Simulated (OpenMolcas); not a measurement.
## Computed transition rates of In

| Quantity | Value |
| --- | --- |
| Program | OpenMolcas 26.06 |
| Method | SS-CASPT2, IPEA 0.25 Eh, imaginary shift 0.1 Eh (closed shells correlated: 4d) |
| Basis | ANO-RCC-VTZP [7s6p4d2f1g] |
| Scalar Hamiltonian | DKH2, point nucleus |
| Active space | 3 electrons in 8 orbitals (5s 5p 6s 6p) |
| State averaging | 2S+1 = 4 odd, 1 root (0 in the spin-orbit step); 2S+1 = 2 odd, 3 roots; 2S+1 = 4 even, 3 roots; 2S+1 = 2 even, 5 roots (0 in the spin-orbit step) |
| Spin-orbit coupling | state interaction with AMFI integrals over the reference wave functions, term energies averaged over their components |

Rates come from the transition moments of the reference wave functions (E1 and E2 in the length form). At fixed line strength A goes as λ^-3 for E1 and M1 and as λ^-5 for E2, so a rate at the computed wavelength can be rescaled to the measured one. Measured vacuum wavelengths follow from level energies in NIST Handbook of Basic Atomic Spectroscopic Data. Branching counts decays inside the model space alone, at computed energies, and the table is only a selection of the M1 lines, drawn from those between levels with measured partners whose computed energy lies within a factor of 1.5 of the measured one.

```
         Upper           Lower  Type  λ computed (nm)  λ measured (nm)  A computed (s-1)  A rescaled (s-1)  Branching %
 5s 5p² ⁴P_3/2   5s 5p² ⁴P_1/2    M1            13380             9586          9.43e-03          2.56e-02        100.0
 5s 5p² ⁴P_5/2   5s 5p² ⁴P_3/2    M1             8029             6988          3.14e-02          4.76e-02         99.7
5s² 5p ²P°_3/2  5s² 5p ²P°_1/2    M1             5663             4520          4.97e-02          9.77e-02         99.8
```

The largest correction is for 5s 5p² ⁴P_3/2 → 5s 5p² ⁴P_1/2 (M1): 9.43e-03 × (13380 / 9586)^3 = 2.56e-02 s-1, a factor of 2.72.

No measured rate stands beside these. Rescaling mends the energy factor alone: line strengths can still be far off where a level mixes with configurations outside the active space, and weak or spin-changing lines hang on small mixing coefficients that depend on the term gaps too, so rescaling need not improve them.

Some high roots are left out of the spin-orbit mixing, which shifts the levels that they would mix with. Active for correlation alone: 6p 6s; no level in the range computed is led by a configuration that fills them, so any true level of that kind is missing. Terms of s pⁿ other than that of highest spin mix with s² pⁿ⁻² d, which this space lacks; all of them can be thousands of cm-1 off, and some have no real level of that name. Measured partners are found by configuration, term and J. A level has none where our copy of the source lacks it or the pairing is in doubt (some pairs that miss far off the trend of their configuration count as doubtful). Only configurations of the active space appear.

° marks odd parity.
